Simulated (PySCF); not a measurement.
# ClTiN + HF → FTiN + HCl

Level: PBE0 in the def2-TZVP basis family, all electrons, no relativity, computed in PySCF with density fitting; open shells unrestricted.

```
species                                       state and structure       E (Eh)  ZPE (kJ/mol)  H(298 K) − H(0) (kJ/mol)  S° (J/(mol K))
  ClTiN  singlet, Cs, Ti–Cl 2.275 Å, Ti–N 1.545 Å; Cl–Ti–N 117.9°  -1364.03708          10.6                      12.2           281.1
     HF                                 singlet, C∞v, H–F 0.920 Å   -100.39188          24.9                       8.7           173.6
   FTiN    singlet, Cs, Ti–F 1.833 Å, Ti–N 1.553 Å; F–Ti–N 113.7°  -1003.75828          12.5                      11.5           267.9
    HCl                                singlet, C∞v, H–Cl 1.279 Å   -460.66440          17.9                       8.7           186.6
```

Task: What is the electronic reaction energy?

Result: At PBE0/def2-TZVP, ΔE = 16.5 kJ/mol from the differences of the total energies times 2625.5, uphill. Ligand exchange with HF takes part in thermal etching.

Task: Add zero-point, thermal and entropy terms for 298.15 K and 1 bar.

Result: ΔZPE = -5.1 and Δ[H(298) − H(0)] = -0.7 kJ/mol give ΔH° = 10.7 kJ/mol. ΔS° = -0.2 J/(mol K), so ΔG° = 10.7 − 298.15 × (-0.0002) = 11 kJ/mol and log₁₀K = -1.9.

Only the bonding shown was studied: isomers, or loss of a ligand pair, can lie lower.
